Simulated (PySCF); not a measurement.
C4H16AlNOSi.
Atom-mapped SMILES: `[CH3:1][NH:2][SiH2:3][CH2:4][AlH2-:5][O+:6]([CH3:7])[CH3:8]` (hydrogens: H9, H10, H11 on C1; H12 on N2; H13, H14 on Si3; H15, H16 on C4; H17, H18 on Al5; H19, H20, H21 on C7; H22, H23, H24 on C8)

Geometry (PBE0-D3(BJ)/def2-SVP, Å), atoms numbered from 1 in this order:
```
atom  x, y, z in Å
C1     2.4973   -1.4136   -1.1086
N2     1.8166   -0.3730   -0.3799
Si3    1.2204    1.0921   -1.1197
C4     0.4004    2.1096    0.1948
Al5   -0.6895    1.0353    1.4625
O6    -1.5969   -0.2900    0.2813
C7    -2.5909    0.1546   -0.6268
C8    -1.1588   -1.6243    0.0687
H9     3.5625   -1.2015   -1.3305
H10    2.4604   -2.3750   -0.5678
H11    1.9999   -1.5779   -2.0795
H12    2.1220   -0.2837    0.5848
H13    2.2952    1.8277   -1.8796
H14    0.2351    0.6578   -2.1759
H15   -0.2120    2.8930   -0.2857
H16    1.1793    2.6399    0.7739
H17   -2.0069    1.7527    2.0373
H18    0.1154    0.0323    2.4250
H19   -2.8870    1.1652   -0.3184
H20   -2.1870    0.1755   -1.6513
H21   -3.4663   -0.5121   -0.5769
H22   -2.0156   -2.3091    0.1742
H23   -0.7081   -1.7198   -0.9305
H24   -0.4000   -1.8400    0.8279
```

Method: PBE0-D3(BJ)/def2-SVP geometry optimisation, gas phase in PySCF.

Take the most abundant isotopes and a rigid rotor. The values belong to one conformer with, in the numbering `[CH3:1][NH:2][SiH2:3][CH2:4][AlH2-:5][O+:6]([CH3:7])[CH3:8]`, C1–N2–Si3–C4 179°, N2–Si3–C4–Al5 -41°, Si3–C4–Al5–O6 -41°, C4–Al5–O6–C7 -69°.

**Question.** Give the principal moments of inertia and the rotational constants in MHz.

**Answer.** Ia = 313.67, Ib = 520.28, Ic = 643.58 u·Å²; 505379 MHz·u·Å²/I gives A = 1611, B = 971.4, C = 785.3 MHz.

**Question.** What kind of rotor is it?

**Answer.** An asymmetric top. Ray's parameter κ = (2B − A − C)/(A − C) = -0.549; −1 is the prolate and +1 the oblate limit.

**Question.** Is it planar, by Δ = Ic − Ia − Ib?

**Answer.** Not planar: Δ = Ic − Ia − Ib = -190.37 u·Å². For a rigid frame Δ = −2 Σ m c², so Σ m c² = 95.19 u·Å² lies off the ab plane: 27.24 from hydrogen and 67.95 from heavier atoms. The atom farthest from that plane is 2.37 Å away.

**Question.** Give the other two planar moments, Paa and Pbb, and the rms extents of the mass along the axes.

**Answer.** Paa = Σ m a² = (Ib + Ic − Ia)/2 = 425.10 and Pbb = Σ m b² = (Ia + Ic − Ib)/2 = 218.48 u·Å². With the mass M = 149.08 u, the rms extents √(P/M) along a, b and c are 1.69, 1.21, 0.80 Å.

**Question.** List the rotational levels J(Ka,Kc) to J = 5 (cm⁻¹).

**Answer.** Above 0(0,0):
J = 1: 1(0,1) 0.0586, 1(1,1) 0.0799, 1(1,0) 0.0861
J = 2: 2(0,2) 0.1746, 2(1,2) 0.1909, 2(1,1) 0.2095, 2(2,1) 0.2736, 2(2,0) 0.2747
J = 3: 3(0,3) 0.3460, 3(1,3) 0.3567, 3(1,2) 0.3938, 3(2,2) 0.4494, 3(2,1) 0.4549, 3(3,1) 0.5723, 3(3,0) 0.5724
J = 4: 4(0,4) 0.5705, 4(1,4) 0.5767, 4(1,3) 0.6378, 4(2,3) 0.6828, 4(2,2) 0.6982, 4(3,2) 0.8086, 4(3,1) 0.8096, 4(4,1) 0.9780, 4(4,0) 0.9780
J = 5: 5(0,5) 0.8471, 5(1,5) 0.8503, 5(1,4) 0.9397, 5(2,4) 0.9732, 5(2,3) 1.0049, 5(3,3) 1.1044, 5(3,2) 1.1080, 5(4,2) 1.2736, 5(4,1) 1.2737, 5(5,1) 1.4912, 5(5,0) 1.4912
The levels of one J sum to (2J + 1)J(J + 1)(A + B + C)/3.

**Question.** Predict some low-J microwave lines.

**Answer.** The dipole components are |μa| = 0.31 D, |μb| = 3.65 D, |μc| = 1.70 D. The squared components, which scale the intensities, stand as 0.01 : 1.00 : 0.22 (a : b : c). Some lines, for components of 0.1 D or more:

| type | branch | J(Ka,Kc) | MHz | lower level (cm⁻¹) |
| --- | --- | --- | --- | --- |
| c | Q | 2(1,2) ← 2(0,2) | 489 | 0.175 |
| a | Q | 2(1,1) ← 2(1,2) | 558 | 0.191 |
| c | Q | 1(1,1) ← 1(0,1) | 640 | 0.059 |
| b | Q | 1(1,0) ← 1(0,1) | 826 | 0.059 |
| b | Q | 2(1,1) ← 2(0,2) | 1047 | 0.175 |
| a | R | 1(0,1) ← 0(0,0) | 1757 | 0.000 |
| c | Q | 2(2,1) ← 2(1,1) | 1920 | 0.210 |
| b | Q | 2(2,0) ← 2(1,1) | 1955 | 0.210 |
| b | R | 1(1,1) ← 0(0,0) | 2396 | 0.000 |
| b | Q | 2(2,1) ← 2(1,2) | 2478 | 0.191 |
| c | R | 1(1,0) ← 0(0,0) | 2583 | 0.000 |
| b | R | 2(0,2) ← 1(1,1) | 2838 | 0.080 |
| a | R | 2(1,2) ← 1(1,1) | 3327 | 0.080 |
| a | R | 2(0,2) ← 1(0,1) | 3478 | 0.059 |
| a | R | 2(1,1) ← 1(1,0) | 3699 | 0.086 |
| b | R | 2(1,2) ← 1(0,1) | 3967 | 0.059 |
| c | R | 2(1,1) ← 1(0,1) | 4525 | 0.059 |
| b | R | 2(2,1) ← 1(1,0) | 5619 | 0.086 |
| c | R | 2(2,0) ← 1(1,0) | 5654 | 0.086 |
| c | R | 2(2,1) ← 1(1,1) | 5805 | 0.080 |
| b | R | 2(2,0) ← 1(1,1) | 5840 | 0.080 |

No PBE0-D3(BJ)/def2-SVP frequencies stand behind this structure, so it isn't proved a minimum. Zero-point vibration and centrifugal distortion are left out. A rigid rotor knows nothing of inversion at nitrogen or internal rotation, which can split or shift real lines. Quadrupole hyperfine structure (14N, 27Al) is left out.

The run took about 6 min of CPU time (one thread, shared machine). These figures are those of the optimisation.
